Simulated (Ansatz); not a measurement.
Ansatz results at the PBE0-D4/def2-TZVP geometry: HOMO energy (PBE/def2-TZVPP) -5.67 eV; size of the dipole moment (B3LYP/def2-TZVPP) 2.95 D; HOMO–LUMO gap (PBE0/def2-TZVPP) 8.05 eV.

Each molecule was computed in one conformer, which needn't be the lowest.

Q: Which molecule gave them?
A. `BCC(O)=S`
B. `[SiH3]CSSS`
C. `OCNCO`
D. `OC(O)(F)N[SiH3]`

A: C. The others give `BCC(O)=S`: -5.29, 4.05, 4.31; `OC(O)(F)N[SiH3]`: -6.37, 1.42, 8.20; `[SiH3]CSSS`: -5.80, 2.05, 5.80.

B3LYP here is the variant with VWN-RPA as its local correlation; programs differ in this.
